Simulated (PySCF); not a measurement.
Computed shifts of a molecule CH7BO2Si, PBE/pcSseg-1 run with PySCF, GIAO, gas phase, atoms alike by connectivity averaged where their shifts nearly agree, in ppm (number of nuclei): ¹H: 4.73 (1), 4.14 (3), 3.60 (3). ¹³C: 61.4 (1). ²⁹Si: -125.0 (1). References: ¹¹B against BF3 (σ = 83.9 ppm); ¹⁷O against H2O (σ = 334.3 ppm); ¹H against TMS (σ = 31.49 ppm); ¹³C against TMS (σ = 182.0 ppm); ²⁹Si against TMS (σ = 335.4 ppm), references at their B3LYP-D3(BJ)/def2-TZVP geometries, non-relativistic. Geometry: B3LYP-D3(BJ)/def2-SVP. The values are those of a single conformer.

**Question.** Identify the compound among the candidates.
(A) OB(O)C[SiH3]
(B) CB(O)O[SiH3]
(C) COBO[SiH3]
(D) COB(O)[SiH3]

**Answer.** D, COB(O)[SiH3]
